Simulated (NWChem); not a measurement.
Molecule: C2HBN2O2; SMILES N(=C=O)BN=C=O

```xyz
8

B     -0.8208    -0.4154    -0.5197
H     -1.6582    -1.0735    -1.0545
N     -0.9152     0.9953    -0.5655
C     -0.7101     2.1723    -0.4298
O     -0.5664     3.3349    -0.3328
N      0.2670    -1.0349     0.1607
C      0.8157    -2.0600     0.4959
O      1.4195    -2.9953     0.8671
```
Atoms are numbered in this order, from 1.

The geometry was optimised at B3LYP/6-31G* (spherical d).

Task: Give the principal values of the shielding tensors (ppm) of B1, N3, C4, O5, N6 from KT2/pcSseg-1, GIAO (NWChem), with their diamagnetic and paramagnetic parts as GIAO splits them.

Result: 
| atom | σ11 | σ22 | σ33 | isotropic | diamagnetic | paramagnetic |
|---|---|---|---|---|---|---|
| B1 | 53.9 | 77.5 | 110.9 | 80.8 | 199.6 | -118.8 |
| N3 | 83.5 | 161.0 | 275.2 | 173.2 | 326.9 | -153.7 |
| C4 | -34.9 | -29.5 | 254.4 | 63.3 | 261.1 | -197.7 |
| O5 | 73.2 | 115.7 | 288.6 | 159.2 | 399.8 | -240.7 |
| N6 | 84.3 | 158.6 | 253.6 | 165.5 | 329.1 | -163.7 |
